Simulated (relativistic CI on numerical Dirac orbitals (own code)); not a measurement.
## What each ingredient does to the levels of Au⁵⁶⁺

Base calculation: Dirac-Coulomb-Breit CI, orbitals from a KLI potential per configuration, model QED (radiative potential, 1s self-energy scaled to tabulated hydrogen-like ionisation energies), unscaled Slater integrals.

CI space (outside the closed core [Ne]): 3s2 3p6 3d5, 3s2 3p5 3d6, 3s2 3p4 3d7, 3s 3p6 3d6, 3p6 3d7, 3s 3p5 3d7, 3s2 3p6 3d4 4s, 3s2 3p6 3d4 4p, 3s2 3p4 3d6 4s, 3s2 3p5 3d5 4s, 3s2 3p6 3d4 4f, 3s2 3p6 3d3 4s2, 3s 3p6 3d5 4s. Levels of other configurations are missing.

Variants: (1) P86 correlation estimate; (2) only the first configuration; (3) one mean potential for all configurations. Shifts of the energy above 3s2 3p6 3d5 2D_5/2, in eV, for the lowest level and the first level of each name with at least 55 % of one term (blank where a level changes its place among those of its configuration and J or its character, or is not in the variant):

```csv
Level,Base,Δ(1),Δ(2),Δ(3)
3s2 3p6 3d5 2D_5/2,0.000,0.000,0.000,0.000
3s2 3p6 3d5 2D_3/2,132.517,0.000,+0.689,-0.003
3s2 3p6 3d5 4G_9/2,190.243,-0.001,-1.602,+0.081
3s2 3p6 3d5 2I_13/2,193.541,-0.002,-2.471,+0.082
3s2 3p6 3d5 4D_1/2,196.018,-0.001,-0.688,+0.071
3s2 3p6 3d5 2G_7/2,206.845,-0.001,-0.868,+0.060
3s2 3p6 3d5 4F_5/2,209.207,0.000,-0.297,+0.054
3s2 3p6 3d5 2P_3/2,243.515,0.000,+0.622,+0.008
3s2 3p5 3d6 4H°_13/2,525.670,+0.376,,-0.054
3s2 3p5 3d6 4I°_15/2,534.852,+0.376,,-0.054
```

At this charge energies of transitions that change n are usually good to better than 1 %, and those within a shell (Δn = 0) to a few per cent.

Ionisation energy from the two ground configurations alone: base 5593.35 eV; P86 correlation estimate 5595.44 eV. The NIST ASD value (theoretical) is 5594 eV.

LS names give the leading component of a level, which can be under half, so a name can repeat, a term be missing and a line seem to break the LS rules.
